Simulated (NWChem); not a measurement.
Molecule: GeSiH$_{6}$O$_{2}$; SMILES O[SiH2][GeH2][OH]

```xyz
10

O      1.0673     1.8768     0.7119
Si     0.0860     1.5830    -0.5982
Ge    -0.3004    -0.7832    -0.3697
O      0.5375    -0.8597     1.2618
H      1.1708     1.0770     1.2637
H      0.7680     1.9163    -1.8779
H     -1.1858     2.3550    -0.5424
H      0.4401    -1.7383    -1.3501
H     -1.7564    -1.3058    -0.2126
H      0.7383    -1.7635     1.5463
```
Atoms are numbered in this order, from 1.

Program: NWChem. STO-3G and 3-21G are far too small for this property and stand as cheap habits. All runs use the structure optimised with B3LYP/6-31G* (spherical d). GIAO values for the isolated, static molecule; σ is the absolute isotropic shielding, δ = σ(reference) − σ with the isolated reference molecule computed at the same levels (1H: tetramethylsilane, 17O: water, 29Si: tetramethylsilane).

```csv
level,δ O1 (ppm),δ Si2 (ppm),σ Ge3 (ppm),δ O4 (ppm),δ H5 (ppm),δ H7 (ppm),δ H9 (ppm),relative time
Hartree-Fock/STO-3G,-110.0,-41.7,2339.4,-116.4,-1.10,2.30,1.79,1
PBE0/pcSseg-1,-10.3,-30.9,1417.4,-22.6,3.60,5.41,5.53,10
KT2/pcSseg-1,-9.9,-29.4,1414.9,-17.6,3.22,5.60,5.66,8
```

Relative times are rough (shared machine, one core).
